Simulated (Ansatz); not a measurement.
C$_{8}$H$_{16}$O, SMILES `CCCCCCCC=O`, relaxed with RKS PBE0-D4/def2-TZVP in Ansatz 0.2.0 from a PBE-D4/def2-SVP geometry. The force threshold is 0.005 eV/Å; the program also tests the step.

Total charge 0; spin multiplicity 1.

Start:

```xyz
25

C    -1.617    2.497   -2.582
C    -1.482    1.634   -1.327
C    -0.295    0.666   -1.375
C    -0.151   -0.197   -0.118
C     1.042   -1.158   -0.171
C     1.178   -2.105    1.028
C     1.507   -1.421    2.365
C     0.352   -0.689    3.014
O     0.426    0.388    3.570
H    -2.483    3.186   -2.516
H    -1.755    1.873   -3.489
H    -0.710    3.117   -2.744
H    -2.418    1.053   -1.168
H    -1.382    2.287   -0.431
H     0.644    1.244   -1.533
H    -0.392    0.006   -2.267
H    -1.087   -0.781    0.037
H    -0.067    0.475    0.765
H     0.963   -1.772   -1.096
H     1.982   -0.572   -0.282
H     1.974   -2.848    0.812
H     0.241   -2.697    1.144
H     1.799   -2.207    3.101
H     2.366   -0.723    2.288
H    -0.633   -1.256    2.973
```

```tsv
step	energy (eV)	largest force (eV/Å)	largest move (Å)
1	-10595.9062	0.992	0.000
2	-10596.0025	0.142	0.044
3	-10596.0067	0.266	0.024
4	-10596.0091	0.168	0.042
5	-10596.0110	0.020	0.016
6	-10596.0110	0.020	0.004
7	-10596.0110	0.008	0.002
8	-10596.0111	0.019	0.004
9	-10596.0111	0.007	0.008
10	-10596.0111	0.010	0.009
11	-10596.0111	0.010	0.009
12 (rejected)	-10596.0108	0.071	0.043
13	-10596.0111	0.003	0.009
```

End:

```xyz
25

C    -1.596    2.470   -2.561
C    -1.463    1.625   -1.306
C    -0.291    0.659   -1.362
C    -0.147   -0.189   -0.110
C     1.030   -1.148   -0.176
C     1.165   -2.086    1.017
C     1.494   -1.394    2.337
C     0.331   -0.709    2.990
O     0.377    0.354    3.545
H    -2.444    3.155   -2.496
H    -1.741    1.843   -3.445
H    -0.697    3.071   -2.728
H    -2.387    1.059   -1.143
H    -1.350    2.276   -0.432
H     0.636    1.223   -1.526
H    -0.402    0.003   -2.235
H    -1.072   -0.758    0.050
H    -0.046    0.478    0.754
H     0.940   -1.754   -1.085
H     1.959   -0.575   -0.288
H     1.951   -2.816    0.806
H     0.241   -2.665    1.135
H     1.816   -2.155    3.062
H     2.315   -0.679    2.237
H    -0.621   -1.288    2.961
```

Run time 50 s (4 threads of an AMD EPYC 7R13 on a shared host and a share of an NVIDIA H100 80 GB); peak host memory 1.4 GiB.
